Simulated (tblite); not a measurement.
C4H16Si3.
SMILES with atom numbers: `[CH3:1][C:2]([CH3:3])([SiH3:4])[CH2:5][SiH2:6][SiH3:7]` (hydrogens: H8, H9, H10 on C1; H11, H12, H13 on C3; H14, H15, H16 on Si4; H17, H18 on C5; H19, H20 on Si6; H21, H22, H23 on Si7)

Computed with GFN2-xTB (tblite), gas phase: L-BFGS steps from a force-field or distance-geometry start until the largest atomic force falls under 0.01 eV/Å.

Step 61: E = -595.6886 eV
```
atom  x, y, z in Å  |  force x, y, z in eV/Å
C1     -1.7047   -0.2364   -1.2715    0.006   0.009   0.002
C2     -1.0819    0.1290    0.0753   -0.012  -0.013   0.014
C3     -1.0205   -1.1187    0.9525    0.019  -0.053   0.023
Si4    -2.1558    1.4570    0.9618   -0.007   0.012   0.012
C5      0.3328    0.6873   -0.1276   -0.009   0.013   0.000
Si6     1.6436   -0.3731   -1.0456    0.037  -0.009   0.003
Si7     3.6059   -0.3983    0.1813   -0.025   0.008  -0.006
H8     -2.7486   -0.5273   -1.1550    0.039  -0.011   0.019
H9     -1.1683   -1.0698   -1.7245   -0.012   0.022  -0.032
H10    -1.6657    0.6083   -1.9577    0.011  -0.018   0.019
H11    -0.6054   -0.8912    1.9322   -0.005   0.040   0.031
H12    -0.3951   -1.8852    0.5000    0.029  -0.040  -0.054
H13    -2.0141   -1.5381    1.0923   -0.035  -0.015   0.022
H14    -3.2988    0.8116    1.6137    0.010   0.015  -0.034
H15    -2.6438    2.4483    0.0003    0.042  -0.016  -0.007
H16    -1.3293    2.1218    1.9729   -0.029  -0.001   0.014
H17     0.7458    0.9309    0.8555   -0.035   0.018   0.029
H18     0.2440    1.6393   -0.6565    0.051   0.032  -0.037
H19     1.1931   -1.7555   -1.2860   -0.025   0.041  -0.018
H20     1.8100    0.2049   -2.3913   -0.025  -0.036   0.013
H21     4.8151   -0.2310   -0.6287   -0.028   0.007  -0.015
H22     3.6437    0.6620    1.1949    0.005   0.022   0.000
H23     3.7932   -1.6486    0.9218   -0.002  -0.027   0.004
```

Step 62: E = -595.6897 eV
```
atom  x, y, z in Å  |  force x, y, z in eV/Å
C1     -1.7048   -0.2394   -1.2704    0.009  -0.006   0.004
C2     -1.0827    0.1277    0.0769    0.004  -0.025   0.002
C3     -1.0201   -1.1199    0.9548    0.012  -0.038   0.036
Si4    -2.1571    1.4586    0.9611    0.020  -0.018  -0.009
C5      0.3327    0.6869   -0.1254   -0.018   0.023  -0.006
Si6     1.6430   -0.3705   -1.0486    0.033   0.003   0.050
Si7     3.6045   -0.3977    0.1791    0.001   0.010   0.008
H8     -2.7498   -0.5279   -1.1557    0.041  -0.004   0.029
H9     -1.1720   -1.0767   -1.7220   -0.008   0.046  -0.019
H10    -1.6632    0.6039   -1.9579    0.014  -0.018   0.014
H11    -0.6096   -0.8888    1.9355    0.011   0.037   0.032
H12    -0.3909   -1.8864    0.5060    0.010  -0.019  -0.049
H13    -2.0134   -1.5397    1.0954   -0.034  -0.024   0.006
H14    -3.3093    0.8161    1.5981    0.002   0.015  -0.028
H15    -2.6264    2.4582   -0.0007    0.036  -0.014  -0.007
H16    -1.3317    2.1099    1.9810   -0.030   0.006   0.024
H17     0.7467    0.9327    0.8573   -0.045  -0.003   0.015
H18     0.2428    1.6391   -0.6539    0.048   0.032  -0.040
H19     1.1951   -1.7517   -1.2912   -0.037   0.017  -0.021
H20     1.8079    0.2097   -2.3918   -0.022  -0.023  -0.011
H21     4.8133   -0.2324   -0.6335   -0.040   0.008  -0.005
H22     3.6447    0.6628    1.1943    0.004   0.009  -0.018
H23     3.7956   -1.6474    0.9215   -0.010  -0.016  -0.006
```

**Question.** Estimate the geometry and energy of step 63. (The exact step hangs on the optimiser's Hessian estimate; all steps are aligned on step 62, rigid shifts and turns removed.)

**Answer.** E = -595.6908 eV, largest force 0.082 eV/Å
```
atom  x, y, z in Å  |  force x, y, z in eV/Å
C1     -1.7048   -0.2432   -1.2687    0.011  -0.018   0.008
C2     -1.0834    0.1259    0.0787    0.023  -0.032  -0.008
C3     -1.0196   -1.1216    0.9582    0.001  -0.011   0.037
Si4    -2.1578    1.4600    0.9600    0.042  -0.041  -0.026
C5      0.3321    0.6869   -0.1236   -0.017   0.026  -0.010
Si6     1.6433   -0.3673   -1.0511    0.012   0.015   0.080
Si7     3.6033   -0.3968    0.1767    0.026   0.007   0.027
H8     -2.7505   -0.5281   -1.1550    0.028  -0.002   0.037
H9     -1.1765   -1.0845   -1.7188    0.003   0.056  -0.009
H10    -1.6599    0.5978   -1.9583    0.017  -0.007   0.007
H11    -0.6151   -0.8850    1.9404    0.026   0.021   0.020
H12    -0.3865   -1.8879    0.5120   -0.015   0.009  -0.027
H13    -2.0135   -1.5413    1.0985   -0.017  -0.031  -0.010
H14    -3.3211    0.8209    1.5789   -0.004   0.016  -0.023
H15    -2.6059    2.4694   -0.0015    0.032  -0.015  -0.005
H16    -1.3347    2.0957    1.9912   -0.033   0.011   0.030
H17     0.7466    0.9336    0.8593   -0.052  -0.015  -0.001
H18     0.2424    1.6398   -0.6519    0.039   0.020  -0.032
H19     1.1968   -1.7469   -1.2971   -0.046  -0.005  -0.023
H20     1.8058    0.2155   -2.3922   -0.017  -0.012  -0.028
H21     4.8111   -0.2336   -0.6387   -0.044   0.011   0.001
H22     3.6459    0.6640    1.1926    0.004   0.000  -0.030
H23     3.7973   -1.6463    0.9204   -0.017  -0.003  -0.016
```

The energy changes by -0.0011 eV. The first-order estimate −F·Δx gives -0.0015 eV and the mean of the old and new forces, exact on a quadratic surface, -0.0011 eV. The step makes an angle of 80° with the force vector and moves no atom by more than 0.023 Å.

What follows is the cost of the whole relaxation. Hardware: an Intel Xeon at 2.50 GHz with one thread, shared host with 64 logical CPUs at a one-minute load of 62. Cost: 4.4 s of wall time.
